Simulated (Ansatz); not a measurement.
A nudged elastic band was laid between two geometries of C2H7AlSSi (12 atoms, charge 0, multiplicity 1).

Computed with RKS revPBE/def2-SVP (Ansatz 0.2.0).

```yaml
movable_images: 7
climbing_image: yes
spring: 5.0 eV/Å²
optimiser: quadratic models (default)
start_path: IDPP
force_threshold: 0.05 eV/Å
iteration_limit: 60
end_points: relaxed
```

First end point:

```xyz
12
Properties=species:S:1:pos:R:3
C -1.856 0.563 -0.844
Si -0.048 -0.018 -0.703
Al 0.624 -1.717 0.782
C 0.703 0.309 1.042
S 2.473 -0.180 1.020
H -2.452 0.224 0.026
H -1.911 1.671 -0.899
H -2.325 0.152 -1.762
H 0.776 0.550 -1.846
H 0.635 -3.002 1.728
H 0.509 1.171 1.707
H 2.949 0.223 -0.216
```

Last end point:

```xyz
12
Properties=species:S:1:pos:R:3
C -1.794 0.750 -0.832
Si 0.021 0.197 -0.677
Al 0.640 -1.858 0.292
C 0.582 -0.005 1.156
S 2.369 -0.424 1.184
H -1.905 1.822 -0.564
H -2.152 0.619 -1.874
H -2.451 0.153 -0.167
H 0.918 1.105 -1.502
H 0.630 -3.369 0.806
H 0.277 0.609 2.024
H 2.944 0.347 0.187
```

**Question.** Which bonds break or form, and what moves?

**Answer.** No bond is made or broken. The dihedral H6–C1–Si2–Al3 goes from 16 to 137°. The two ends are copies of one structure, up to a mirror image or an exchange of like atoms.

**Question.** What energy profile does the band end with?

**Answer.** It converged. The highest image is number 4 of 0 to 8, 5.2 kJ/mol above the ends, which have the same energy within 2 meV. A vibrational analysis at the climbing image gives one clearly imaginary mode, 144i cm⁻¹: a first-order saddle point.

| image | path coordinate (Å) | energy (kJ/mol) | dihedral H6–C1–Si2–Al3 (°) |
| --- | --- | --- | --- |
| 0 | 0.00 | 0.0 | 16 |
| 1 | 0.44 | 0.8 | 31 |
| 2 | 0.88 | 2.6 | 46 |
| 3 | 1.31 | 4.4 | 61 |
| 4 | 1.75 | 5.2 | 76 |
| 5 | 2.20 | 4.4 | 92 |
| 6 | 2.65 | 2.5 | 107 |
| 7 | 3.10 | 0.7 | 122 |
| 8 | 3.54 | 0.0 | 137 |

**Question.** What is the geometry of the highest image?

**Answer.** 
```xyz
12
Properties=species:S:1:pos:R:3
C -1.821 0.711 -0.823
Si 0.007 0.164 -0.686
Al 0.652 -1.846 0.357
C 0.613 0.041 1.142
S 2.400 -0.374 1.140
H -2.186 1.103 0.149
H -1.920 1.518 -1.577
H -2.486 -0.122 -1.127
H 0.895 1.036 -1.557
H 0.653 -3.334 0.934
H 0.327 0.694 1.987
H 2.943 0.354 0.095
```

**Question.** What are the harmonic wavenumbers there?

**Answer.** 144i, 118, 153, 226, 292, 342, 401, 444, 489, 549, 612, 659, 687, 699, 722, 757, 784, 832, 878, 1027, 1216, 1388, 1397, 1882, 2067, 2395, 2976, 3071, 3073, 3078 cm⁻¹.

Time of the run: 120 s on 2 threads of Arm Neoverse N1 (shared host), peak memory 0.16 GiB.
